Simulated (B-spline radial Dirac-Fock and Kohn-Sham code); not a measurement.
# Core and valence levels of Ce²¹⁺

System: the Ce²¹⁺ ion in the configuration [Kr] 4d1; nuclear rms radius 4.8771 fm (A = 140).

Input of the calculation (task.json; shells as n, l, electrons):

```json
{"items": [{
  "Z": 58,
  "q": 21,
  "cfg": [[1, 0, 2], [2, 0, 2], [2, 1, 6], [3, 0, 2], [3, 1, 6], [3, 2, 10], [4, 0, 2], [4, 1, 6], [4, 2, 1]],
  "A": 140,
  "rrms": 4.8771,
  "do": ["binding"]
}]}
```

Run with: `python xray_run.py task.json out`

Method: Dirac-Fock energy differences between relaxed states, corrected for Breit and QED terms. Computed with a radial atomic solver. The model has no electron correlation. Energies are counted from the vacuum level.

All terms are in eV, carry their sign (relaxation lowers the binding energy) and add up to the binding energy; ⟨r⟩ is the mean radius of the orbital in the initial state.

| subshell | −ε (Koopmans) | relaxation | Gaunt | retardation | self-energy | vacuum polarisation | binding energy | ⟨r⟩ (bohr) |
| --- | --- | --- | --- | --- | --- | --- | --- | --- |
| K | 41262.6 | -55.51 | -113.18 | 9.59 | -62.19 | 9.29 | 41050.6 | 0.025 |
| L1 | 7202.5 | -24.02 | -11.20 | 0.72 | -8.03 | 1.11 | 7161.0 | 0.105 |
| L2 | 6817.1 | -27.67 | -19.45 | 2.15 | 0.41 | -0.01 | 6772.5 | 0.088 |
| L3 | 6368.5 | -26.06 | -13.90 | 2.65 | -0.32 | -0.06 | 6330.8 | 0.094 |
| M1 | 2028.4 | -6.02 | -1.90 | 0.11 | -1.73 | 0.23 | 2019.1 | 0.275 |
| M2 | 1865.2 | -6.56 | -3.39 | 0.36 | 0.08 | 0.00 | 1855.7 | 0.265 |
| M3 | 1773.4 | -6.07 | -2.30 | 0.47 | -0.06 | -0.02 | 1765.5 | 0.276 |
| M4 | 1492.4 | -7.62 | -1.28 | 0.10 | 0.16 | -0.02 | 1483.7 | 0.248 |
| M5 | 1472.8 | -7.40 | -0.80 | 0.11 | 0.10 | -0.01 | 1464.8 | 0.251 |
| N1 | 808.2 | -0.77 | -0.50 | 0.04 | -0.46 | 0.06 | 806.5 | 0.594 |
| N2 | 738.3 | -0.81 | -0.85 | 0.10 | 0.03 | 0.00 | 736.7 | 0.602 |
| N3 | 714.4 | -0.74 | -0.58 | 0.13 | -0.01 | 0.00 | 713.2 | 0.621 |
| N4,5 | 611.7 | -0.70 | -0.20 | 0.04 | 0.03 | 0.00 | 610.8 | 0.636 |

For the deepest level, K (1s), the Breit terms make up -0.252 % of the binding energy, QED -0.129 % and orbital relaxation -0.135 %.

Spin-orbit splittings: 2p 441.7 eV, 3p 90.26 eV, 3d 18.90 eV, 4p 23.50 eV.

Going to the tabulated ground configuration of the next ion removes an electron from N4,5 (4d), computed at 610.8 eV. NIST lists 613 ± 4 eV as the ionisation energy of this species (theoretical), +2.16 eV from the computed value, within the stated uncertainty.
